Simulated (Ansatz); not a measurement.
Computed with Ansatz on PBE0-D4/def2-TZVP structures; ΔE is electronic, products minus reactants. CCSD(T)/CBS adds triple-zeta CCSD(T) − MP2 to the extrapolated MP2 energy (def2 sets, frozen cores). Functionals use def2-TZVPP. B3LYP here is the variant with VWN-RPA as its local correlation; programs differ in this. For Ge outer-core shells are correlated without core-valence functions, which leaves a few kJ/mol of doubt a bond. Scalar relativity is left out up to krypton. One conformer a species, not always the lowest.

Reaction (isomerisation): `C#[C][GeH]([CH3])[CH3]` → `C=C=C[CH2][GeH3]`

```json
{"level": "PBE-D4", "ΔE (kcal/mol)": "10.6", "difference from CCSD(T)/CBS": "-8.3"}
{"level": "r2SCAN-D4", "ΔE (kcal/mol)": "13.3", "difference from CCSD(T)/CBS": "-5.6"}
{"level": "PBE0-D4", "ΔE (kcal/mol)": "12.6", "difference from CCSD(T)/CBS": "-6.3"}
{"level": "B3LYP-D4", "ΔE (kcal/mol)": "13.1", "difference from CCSD(T)/CBS": "-5.8"}
{"level": "ωB97X-V", "ΔE (kcal/mol)": "15.9", "difference from CCSD(T)/CBS": "-3.0"}
{"level": "ωB97M-V", "ΔE (kcal/mol)": "16.5", "difference from CCSD(T)/CBS": "-2.4"}
{"level": "B2PLYP", "ΔE (kcal/mol)": "17.6", "difference from CCSD(T)/CBS": "-1.3"}
{"level": "PBE", "ΔE (kcal/mol)": "10.6", "difference from CCSD(T)/CBS": "-8.3"}
{"level": "r2SCAN", "ΔE (kcal/mol)": "13.3", "difference from CCSD(T)/CBS": "-5.6"}
{"level": "PBE0", "ΔE (kcal/mol)": "12.6", "difference from CCSD(T)/CBS": "-6.3"}
{"level": "B3LYP", "ΔE (kcal/mol)": "13.1", "difference from CCSD(T)/CBS": "-5.8"}
{"level": "HF/def2-TZVPP", "ΔE (kcal/mol)": "18.4", "difference from CCSD(T)/CBS": "-0.5"}
{"level": "MP2/def2-TZVPP", "ΔE (kcal/mol)": "23.8", "difference from CCSD(T)/CBS": "4.9"}
{"level": "SCS-MP2/def2-TZVPP", "ΔE (kcal/mol)": "22.9", "difference from CCSD(T)/CBS": "4.0"}
{"level": "CCSD/def2-TZVPP", "ΔE (kcal/mol)": "20.1", "difference from CCSD(T)/CBS": "1.2"}
{"level": "CCSD(T)/def2-TZVPP", "ΔE (kcal/mol)": "20.0", "difference from CCSD(T)/CBS": "1.1"}
{"level": "HF/def2-QZVPP", "ΔE (kcal/mol)": "18.1", "difference from CCSD(T)/CBS": "-0.8"}
{"level": "MP2/def2-QZVPP", "ΔE (kcal/mol)": "23.1", "difference from CCSD(T)/CBS": "4.2"}
{"level": "SCS-MP2/def2-QZVPP", "ΔE (kcal/mol)": "22.3", "difference from CCSD(T)/CBS": "3.4"}
{"level": "HF/CBS(def2)", "ΔE (kcal/mol)": "18.0", "difference from CCSD(T)/CBS": "-0.9"}
{"level": "MP2/CBS(def2)", "ΔE (kcal/mol)": "22.8", "difference from CCSD(T)/CBS": "3.9"}
{"level": "CCSD/CBS(def2)", "ΔE (kcal/mol)": "19.1", "difference from CCSD(T)/CBS": "0.2"}
{"level": "CCSD(T)/CBS", "ΔE (kcal/mol)": "18.9", "difference from CCSD(T)/CBS": "0"}
```

Largest T1 diagnostic among the species: 0.012.

In def2-TZVPP, CCSD(T) changes the Hartree–Fock value by +1.6 kcal/mol (the triples alone add −0.1 kcal/mol) and MP2 by +5.4 kcal/mol. From PBE to PBE0 (25 % exact exchange), in def2-TZVPP and without D4, ΔE moves by +2.0 kcal/mol.
